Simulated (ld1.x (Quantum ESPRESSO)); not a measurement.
**O, ultrasoft: configuration errors across variants**

O (Z = 8), ultrasoft, made with ld1.x (Quantum ESPRESSO) 7.5 (PBE, scalar-relativistic). Core [He], reference 2s1.75 2p4.25. Waves: 2s (bound): rcut 0.80, rcutus 1.00 bohr; 2s channel at -1.25 Ry: rcut 0.80, rcutus 1.00 bohr; 2p (bound): rcut 1.65, rcutus 2.00 bohr; 2p channel at 0.55 Ry: rcut 1.65, rcutus 2.00 bohr. Local part: all-electron potential smoothed inside 0.80 bohr (lloc = -1). Core correction: a·sin(br)/r model core inside 0.95 bohr. Augmentation charge: PSQ, inside the norm-conserving radii.

All-electron excitation energies from the reference (eV): (1) 2s2 2p4 -3.734; (2) 2s2 2p3 12.697; (3) 2s2 2p2 46.283; (4) 2s1 2p4 27.925; (5) 2s2 2p0 177.057; (6) 2s2 2p3.5 2.552; (7) 2s2 2p4.3 -5.857.

The overlap operator is not positive definite (basis up to 400 Ry) in “base”, “waves 2s (bound): rcut 0.60, rcutus 0.64 bohr; 2s channel at -1.25 Ry: rcut 0.60, rcutus 0.64 bohr”, “waves 2s (bound): rcut 0.74, rcutus 0.78 bohr; 2s channel at -1.25 Ry: rcut 0.74, rcutus 0.78 bohr”, “waves 2s (bound): rcut 0.80, rcutus 0.90 bohr; 2s channel at -1.25 Ry: rcut 0.80, rcutus 0.90 bohr”, “waves 2s (bound): rcut 0.80, rcutus 1.24 bohr; 2s channel at -1.25 Ry: rcut 0.80, rcutus 1.24 bohr”, “waves 2s (bound): rcut 0.80, rcutus 1.34 bohr; 2s channel at -1.25 Ry: rcut 0.80, rcutus 1.34 bohr”, “waves 2s (bound): rcut 0.80, rcutus 1.52 bohr; 2s channel at -1.25 Ry: rcut 0.80, rcutus 1.52 bohr”. Such files are unfit for use, however small their errors in these radial tests.

Tests that are not counted but printed errors over 1 eV. “waves 2s (bound): rcut 0.80, rcutus 1.24 bohr; 2s channel at -1.25 Ry: rcut 0.80, rcutus 1.24 bohr”: 2s2 2p0 (pseudo-atom not self-consistent, printed error +1.6 eV). “waves 2s (bound): rcut 0.80, rcutus 1.52 bohr; 2s channel at -1.25 Ry: rcut 0.80, rcutus 1.52 bohr”: 2s2 2p0 (pseudo-atom not self-consistent, printed error +1.7 eV).

Errors AE − PS in meV (a dash: test not solved or not reliable):

| change | (1) | (2) | (3) | (4) | (5) | (6) | (7) | bound ghosts |
| --- | --- | --- | --- | --- | --- | --- | --- | --- |
| base | +0.1 | +72 | +117 | +50 | +1534 | +23 | +6.4 | not determined (overlap not positive) |
| waves 2s (bound): rcut 0.60, rcutus 0.64 bohr; 2s channel at -1.25 Ry: rcut 0.60, rcutus 0.64 bohr | +1.7 | +80 | +151 | +56 | +1790 | +26 | +7.5 | not determined (overlap not positive) |
| waves 2s (bound): rcut 0.74, rcutus 0.78 bohr; 2s channel at -1.25 Ry: rcut 0.74, rcutus 0.78 bohr | +0.4 | +73 | +121 | +49 | +1523 | +24 | +6.6 | not determined (overlap not positive) |
| waves 2s (bound): rcut 0.80, rcutus 0.90 bohr; 2s channel at -1.25 Ry: rcut 0.80, rcutus 0.90 bohr | +0.2 | +73 | +118 | +49 | +1515 | +23 | +6.5 | not determined (overlap not positive) |
| waves 2s (bound): rcut 0.80, rcutus 1.24 bohr; 2s channel at -1.25 Ry: rcut 0.80, rcutus 1.24 bohr | +0.1 | +71 | +117 | +51 | – | +23 | +6.4 | not determined (overlap not positive) |
| waves 2s (bound): rcut 0.80, rcutus 1.34 bohr; 2s channel at -1.25 Ry: rcut 0.80, rcutus 1.34 bohr | +0.1 | +71 | +118 | +51 | – | – | – | not determined (overlap not positive) |
| waves 2s (bound): rcut 0.80, rcutus 1.52 bohr; 2s channel at -1.25 Ry: rcut 0.80, rcutus 1.52 bohr | +0.1 | +72 | +123 | +52 | – | +23 | +6.4 | not determined (overlap not positive) |

Task: Give the same row for: waves 2s (bound): rcut 0.80, rcutus 1.14 bohr; 2s channel at -1.25 Ry: rcut 0.80, rcutus 1.14 bohr.

Result: +0.1, +72, +116, +50, –, +23, +6.4; bound ghosts: not determined (overlap not positive). Not counted: 2s2 2p0 (pseudo-atom not self-consistent, printed error +1.6 eV). Its overlap operator is not positive definite in a basis up to 400 Ry (lowest eigenvalue p -0.68), so the file is unfit for use: the generalised eigenproblem breaks down once the basis is large enough, and its test numbers describe a broken file.
